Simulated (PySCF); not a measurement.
**Rh2Se: one-bond stretch**

Level of theory: PBE0 in PySCF with Se def2-TZVP, Rh def2-TZVP with ECP28; scalar-relativistic core potentials, no spin–orbit coupling; density-fitted integrals.

Rigid scan from the singlet minimum (Rh–Rh 2.544 Å, Se–Rh 2.195 Å (×2); Rh–Rh–Se 54.6° (×2), Rh–Se–Rh 70.8°). Coordinate: the bond from Se to the last atom (Rh) scaled, the rest fixed. Energies in kJ/mol from the minimum.

(1) Predict the curve at 0.92, 0.96, 1.00, 1.05, 1.12, 1.20, 1.35, 1.55, 1.80, 2.20.

## Answers

(1) 
```csv
scale of one bond,E (kJ/mol),dipole size (D)
0.92,41.0,1.48
0.96,8.9,1.61
1.00,0.0,1.74
1.05,10.3,1.89
1.12,47.9,2.08
1.20,105.2,2.29
1.35,210.8,2.70
1.55,305.3,–
1.80,379.5,–
2.20,446.4,–
```

At long bonds a restricted determinant can lie too high, and another spin state can fall below this curve.

Stability towards spin polarisation was not tested.

Other isomers or separated fragments may lie lower.
